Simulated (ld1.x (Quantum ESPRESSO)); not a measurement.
# Scattering properties, TM semilocal potential for Nb (Z = 41)

```json
{
 "Element": "Nb (Z = 41)",
 "Generator": "ld1.x (Quantum ESPRESSO) 7.5",
 "Type": "norm-conserving Troullier–Martins (semilocal form)",
 "Functional": "PBE",
 "Relativity": "scalar-relativistic",
 "Frozen core": "[Ar] 3d10 4s2",
 "Valence charge": "11",
 "Reference configuration": "4p6 4d4 5s1 5p0",
 "Partial waves": "5s (bound): rc 3.40 bohr; 4p (bound): rc 1.75 bohr; 4d (bound): rc 1.80 bohr",
 "Local potential": "the d channel",
 "Core correction": "none"
}
```

The phase is arctan(r·u′/u) with u = r·R(r), unwrapped; energies in Ry, scanned from -5 to 5 Ry. A pole is an energy at which the radial function vanishes at the test radius. The pseudo phase is shifted by a multiple of π to meet the all-electron one at the reference energy, and phase errors are pseudo minus all-electron; the curves can meet again beyond the range given. Levels narrower than the energy grid can be missing from the lists of poles.

| channel | radius (bohr) | reference energy (Ry) | poles, all-electron | poles, pseudo | unbroken range about the reference energy with phases within 0.05 rad | phase error 1 Ry above the reference energy (rad) |
| --- | --- | --- | --- | --- | --- | --- |
| s | 3.69 | -0.29 | -4.29, 0.53, 4.75 | 0.49, 3.22 | -4.3 to 1.2 | -0.016 |
| p | 3.69 | -2.54 | -2.52, 1.23 | -2.52, 1.18 | below 0.0 | -0.000 |
| d | 3.69 | -0.22 | -0.08, 2.65 | -0.08, 2.65 | the whole range | +0.000 |

Phases in the s channel:

```csv
E (Ry),all-electron,pseudo
-5.00,1.442,-1.699
-4.74,1.438,-1.703
-4.48,1.433,-1.707
-4.22,-1.708,-1.712
-3.96,-1.716,-1.717
-3.70,-1.723,-1.723
-3.44,-1.730,-1.730
-3.18,-1.737,-1.738
-2.92,-1.746,-1.747
-2.66,-1.757,-1.758
-2.40,-1.770,-1.771
-2.14,-1.786,-1.787
-1.88,-1.807,-1.808
-1.62,-1.835,-1.837
-1.36,-1.877,-1.878
-1.10,-1.943,-1.946
-0.84,-2.073,-2.076
-0.58,-2.425,-2.428
-0.32,-3.584,-3.584
-0.06,-4.360,-4.363
0.20,-4.588,-4.594
0.46,-4.693,-4.703
0.72,-4.761,-4.777
0.98,-4.816,-4.846
1.24,-4.873,-4.931
1.50,-4.943,-5.082
1.76,-5.050,-5.540
2.02,-5.264,-6.971
2.28,-5.860,-7.530
2.54,-6.938,-7.694
2.80,-7.412,-7.774
3.06,-7.590,-7.827
3.32,-7.679,-7.870
3.58,-7.734,-7.910
3.84,-7.772,-7.956
4.10,-7.801,-8.020
4.36,-7.824,-8.138
4.62,-7.844,-8.486
4.88,-7.863,-9.939
```
